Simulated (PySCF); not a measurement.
CH4ClGa.

```xyz
7

Ga    -0.2657    -0.4590    -0.1695
H     -1.3712    -0.9643    -1.1561
Cl     0.0604     1.6957    -0.2389
C      0.8748    -1.4514     1.0863
H      1.1276    -0.8239     1.9534
H      1.8141    -1.7202     0.5743
H      0.3913    -2.3796     1.4260
```
Charge 0, spin multiplicity 1.

The structure is a stationary point at B3LYP-D3(BJ)/def2-SVP.

Computed with PySCF with HF/pcSseg-1. Non-relativistic, no solvent.

Question: Give the absolute GIAO shielding of each atom: isotropic value and principal components (ppm). (Estimate from the structure and the level; the computed values follow.)

Answer: 
| atom | σ(iso) | σ11 | σ22 | σ33 | span |
|---|---|---|---|---|---|
| Ga1 | 1424.4 | 1199.8 | 1386.5 | 1686.9 | 487.1 |
| H2 | 26.4 | 20.2 | 21.2 | 37.7 | 17.5 |
| Cl3 | 940.2 | 731.5 | 985.4 | 1103.7 | 372.2 |
| C4 | 193.8 | 185.8 | 193.2 | 202.2 | 16.4 |
| H5 | 31.2 | 25.7 | 29.2 | 38.8 | 13.1 |
| H6 | 31.5 | 26.7 | 28.2 | 39.4 | 12.7 |
| H7 | 31.4 | 26.4 | 27.8 | 40.0 | 13.6 |
